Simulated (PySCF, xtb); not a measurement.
B(CF3)(Cl)(F) (CBClF₄), SMILES B(F)(C(F)(F)F)Cl.

xtb with GFN2-xTB at its own geometry gives an orbital gap of 4.29 eV and a dipole moment of 2.41 D.

Geometry optimised at ωB97X-D3(BJ)/def2-SVP. The structure was generated by enumeration, and PubChem lists no compound with its InChIKey, so it may never have been made.

What does ωB97X/def2-TZVP (PySCF) give? (An estimate is asked for; the answer gives what the named calculation found.)

gap 12.95 eV (levels -12.47 and 0.48 eV), dipole 1.22 D.
